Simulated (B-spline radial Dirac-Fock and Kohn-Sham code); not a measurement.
## EELS cross sections of the Gd O2 edge

System: the Gd atom, [Xe] 4f7 5d1 6s2. These are calculated numbers from a B-spline atomic structure program; the model is the first Born approximation with generalised oscillator strengths from a Dirac-Hartree-Slater potential (longitudinal and transverse terms; continuum final states only, so no white lines or fine structure). The edge is taken at 34.20 eV (orbital energy of the model).

Partial cross sections σ(β, Δ) in barn, integrated over a window Δ above the edge and up to the collection semi-angle β, for parallel illumination:

| E₀ (kV) | β (mrad) | Δ = 25 eV | Δ = 50 eV | Δ = 100 eV | Δ = 200 eV | Δ = 300 eV |
| --- | --- | --- | --- | --- | --- | --- |
| 60 | 10 | ? | ? | ? | ? | ? |
| 60 | 20 | 141000 | 166000 | 174000 | 176000 | 177000 |
| 80 | 5 | 74200 | 81800 | 84200 | 84900 | 85100 |
| 80 | 20 | 118000 | 140000 | 149000 | 151000 | 151000 |
| 80 | 50 | 123000 | 152000 | 171000 | 180000 | 181000 |
| 100 | 5 | 67300 | 74500 | 76700 | 77400 | 77600 |
| 100 | 20 | 103000 | 123000 | 132000 | 134000 | 134000 |
| 100 | 100 | 106000 | 130000 | 146000 | 154000 | 157000 |
| 120 | 5 | 62500 | 69300 | 71400 | 72100 | 72300 |
| 200 | 5 | 52200 | 58400 | 60400 | 61000 | 61200 |
| 200 | 20 | 69100 | 84200 | 92800 | 95400 | 95900 |
| 200 | 100 | 69500 | 85000 | 95100 | 100000 | 102000 |
| 300 | 5 | 47300 | 53400 | 55400 | 56000 | 56200 |
| 300 | 10 | 55700 | 66100 | 70300 | 71300 | 71600 |

Q: Give the row for 60 kV and 10 mrad.

A: 112000 b for 25 eV, 125000 b for 50 eV, 130000 b for 100 eV, 131000 b for 200 eV, 131000 b for 300 eV.
